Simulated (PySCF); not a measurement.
# Towards the basis-set limit for KBr

State: ¹Σ⁺, singlet, closed shell. De refers to K + Br. RHF-based CCSD(T) in PySCF 2.14 with K cc-pwCVDZ-X2C, Br aug-cc-pVDZ-DK and K cc-pwCVTZ-X2C, Br aug-cc-pVTZ-DK (frozen core orbitals: 19; spin-free X2C with a Gaussian nucleus). Correlation energies are extrapolated as n⁻³ (n = 2, 3), Hartree–Fock as (n+1)·exp(−9√n).

```
      Level  Re (Å)  ωe (cm⁻¹)  ωexe (cm⁻¹)  αe (cm⁻¹)  De (eV)
 CCSD(T)/DZ  2.9087      206.5        0.738   0.000389    3.726
 CCSD(T)/TZ  2.8474      214.9        0.741   0.000399    3.862
     HF/CBS  2.9005      206.4        0.718   0.000386    2.979
    MP2/CBS  2.8210      219.0        0.751   0.000406    4.039
   CCSD/CBS  2.8353      217.0        0.738   0.000400    3.847
CCSD(T)/CBS  2.8299      217.7        0.740   0.000402    3.936
```

Problem. How much is left between CCSD(T)/TZ and the basis-set limit, and how much do the triples give at the limit?

Solution. CCSD(T)/CBS less CCSD(T)/TZ: -17.5 mÅ in Re, +2.8 cm⁻¹ in ωe and +0.074 eV in De. CCSD(T)/CBS less CCSD/CBS: -5.4 mÅ in Re, +0.7 cm⁻¹ in ωe and +0.089 eV in De.

The T1 diagnostic is 0.008. The open-shell atoms are computed with UHF. Spin–orbit coupling, excitations beyond (T) and corrections to the Born–Oppenheimer picture are left out.

The whole job (state search and all basis sets along the bond) took about 2 min on 4 threads of Intel Xeon Platinum 8488C (shared host), peak memory 3.6 GiB.
